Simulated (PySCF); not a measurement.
PySCF job for Cl₃HSi, SMILES Cl[SiH](Cl)Cl (connectivity only; charge and spin as stated), charge +1, multiplicity 2, C-PCM-B3LYP/def2-SVP. Geometry: PBE0-D3(BJ)/def2-SVP. The multiplicity is an assumed one; other spin states were not compared. The isomer is the one that the SMILES or the coordinates give; other isomers of the formula were not compared.

```python
import numpy as np
from pyscf import gto, scf, dft
from pyscf.solvent import pcm

mol = gto.M(
    atom='''
    Si   -0.00000000    0.00000000    0.19928680
    Cl   -1.71214797   -0.98850909   -0.09062102
    Cl   -0.00000000    1.97701818   -0.09062102
    Cl    1.71214797   -0.98850909   -0.09062102
    H    -0.00000000    0.00000000    1.83165686
    ''',
    basis='def2-SVP',
    charge=1,
    spin=1,
    max_memory=1600,
    verbose=3,
)
mf = dft.UKS(mol, xc='b3lyp').density_fit(auxbasis='def2-universal-jkfit')
mf.grids.level = 3
mf.conv_tol = 1e-9
mf.max_cycle = 100
mf.kernel()
fine, coarse = mf.grids, dft.Grids(mol).set(level=1).build(with_non0tab=True)
for _ in range(3):  # follow internal instabilities
    mf.grids = coarse
    mo, _, stable, _ = mf.stability(return_status=True, nroots=4)
    mf.grids = fine
    if stable:
        break
    mf.kernel(mf.make_rdm1(mo, mf.mo_occ))
res = {}
for name, eps in {'water': 78.355, 'N,N-dimethylformamide': 37.219, 'ethanol': 24.852}.items():
    s = mf.PCM()
    s.with_solvent.method, s.with_solvent.eps, s.with_solvent.lebedev_order = 'C-PCM', eps, 29
    s.kernel(mf.make_rdm1())
    res[name] = (s.e_tot, eps, s.dip_moment(), s.mo_energy, s.converged)
    print(f'{name}: electrostatic solvation free energy {(s.e_tot - mf.e_tot) * 627.509474:.3f} kcal/mol')
```

Program output:

```

WARN: HOMO -0.312771210324481 >= LUMO -0.31277121032448

converged SCF energy = -1669.95702717285  <S^2> = 0.75628111  2S+1 = 2.0062713
<class 'pyscf.df.df_jk.DFUKS'> wavefunction is stable in the internal stability analysis

WARN: PCM is an experimental feature. It is still in testing.
Features and APIs may be changed in the future.

converged SCF energy = -1670.04780913069  <S^2> = 0.75601883  2S+1 = 2.0060098

WARN: System has nonzero charge 1; the dipole moment is origin-dependent.
Location of origin: [0. 0. 0.]

Dipole moment(X, Y, Z, Debye):  0.00000, -0.00079,  1.85135
water: electrostatic solvation free energy -56.967 kcal/mol

WARN: PCM is an experimental feature. It is still in testing.
Features and APIs may be changed in the future.

converged SCF energy = -1670.0464880598  <S^2> = 0.75602499  2S+1 = 2.0060159

WARN: System has nonzero charge 1; the dipole moment is origin-dependent.
Location of origin: [0. 0. 0.]

Dipole moment(X, Y, Z, Debye): -0.00000, -0.00077,  1.83948
N,N-dimethylformamide: electrostatic solvation free energy -56.138 kcal/mol

WARN: PCM is an experimental feature. It is still in testing.
Features and APIs may be changed in the future.

converged SCF energy = -1670.04523666358  <S^2> = 0.75603074  2S+1 = 2.0060217

WARN: System has nonzero charge 1; the dipole moment is origin-dependent.
Location of origin: [0. 0. 0.]

Dipole moment(X, Y, Z, Debye):  0.00000, -0.00076,  1.82835
ethanol: electrostatic solvation free energy -55.352 kcal/mol
```

The run converged.

Cost: roughly 50 core-seconds.
